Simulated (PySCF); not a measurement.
Compound: Si(OH)2Me2, C2H8O2Si.
SMILES: `C[Si](C)(O)O`

A linear-response calculation (PySCF, def2-SVPD basis, gas phase, vertical, core orbitals frozen in the response) gave these numbers; the functional is withheld.

Orbital energies (eV): HOMO-3 -10.33, HOMO-2 -9.14, HOMO-1 -8.96, HOMO -8.39, LUMO 0.08, LUMO+1 1.07, LUMO+2 1.27.

```json
{"state": "S1", "E (eV)": "7.33", "f": "0.056", "main configurations (H = HOMO, L = LUMO)": "H→L (95%)"}
{"state": "S2", "E (eV)": "7.79", "f": "0.037", "main configurations (H = HOMO, L = LUMO)": "H-1→L (93%)"}
{"state": "S3", "E (eV)": "7.91", "f": "0.062", "main configurations (H = HOMO, L = LUMO)": "H-2→L (79%), H→L+1 (16%)"}
{"state": "S4", "E (eV)": "8.37", "f": "0.0075", "main configurations (H = HOMO, L = LUMO)": "H→L+1 (77%), H-2→L (18%)"}
{"state": "S5", "E (eV)": "8.49", "f": "0.033", "main configurations (H = HOMO, L = LUMO)": "H→L+2 (91%)"}
{"state": "S6", "E (eV)": "8.63", "f": "0.0012", "main configurations (H = HOMO, L = LUMO)": "H-1→L+1 (83%)"}
```

Triplets (Tamm–Dancoff): T1 7.11 eV, H→L (86%); T2 7.53 eV, H-1→L (81%), H→L (9%); T3 7.58 eV, H-2→L (65%), H→L+1 (21%); T4 8.19 eV, H→L+1 (53%), H-2→L (28%), H-1→L+1 (12%).

Vertical ionisation energy by ΔSCF with the same functional: 10.39 eV. Mean static polarisability: 58.0 au.

Task: Which of these was used?
A. HF
B. PBE
C. PBE0
D. wB97X-D

Result: C. PBE0 is a global hybrid with 25% exact exchange. In this run −ε(HOMO) = 8.39 eV differs from the ΔSCF value by -2.00 eV, and S1 differs from the orbital gap of 8.48 eV by -1.15 eV. The ratio −ε(HOMO)/IP is 0.81. Small neutral molecules mostly give 0.7 to 0.83 with PBE0, 0.5 to 0.7 with PBE, 0.89 to 0.99 with wB97X-D; Hartree–Fock can't fall below 1, since the ion's relaxation only lowers the ΔSCF value.

Method: PySCF 2.14.0, density-fitted response routines, TDDFT PBE0/def2-SVPD, vertical, gas phase, core orbitals frozen in the response. The structure is a single PBE0-D3(BJ)/def2-SVP conformer in the gas phase; no vibrational or solvent corrections.
